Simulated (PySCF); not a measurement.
2-iodocyclopenta-1,3-diene (C₅H₅I), SMILES IC1=CCC=C1. Geometry optimised at PBE0-D3(BJ)/def2-SVP. The def2 effective core potentials stand for the cores of I; spin–orbit coupling is left out. The values are those of a single conformer.

Computed with PBE0-D3(BJ)/def2-SVP in PySCF.

Harmonic wavenumbers (cm⁻¹): 177, 227, 306, 349, 576, 703, 752, 810, 840, 908, 955, 964, 993, 1081, 1106, 1130, 1228, 1296, 1362, 1388, 1595, 1660, 3048, 3091, 3241, 3263, 3265. Rotational constants (GHz): 8.244, 0.9552, 0.8606; symmetry number 1.

### Question
Work out the zero-point energy and the ideal-gas rigid-rotor harmonic-oscillator thermochemistry at 298.15 K and 1 atm.

### Answer
ZPE = ½ Σ hcν = ½ × 36316 cm⁻¹ = 51.92 kcal/mol. H − E(el) = 55.99 kcal/mol. Entropy in cal/(mol K): translation 41.66, rotation 28.25, vibration 8.98, total 78.90. G − E(el) = 32.46 kcal/mol. Cp = 21.93 cal/(mol K).
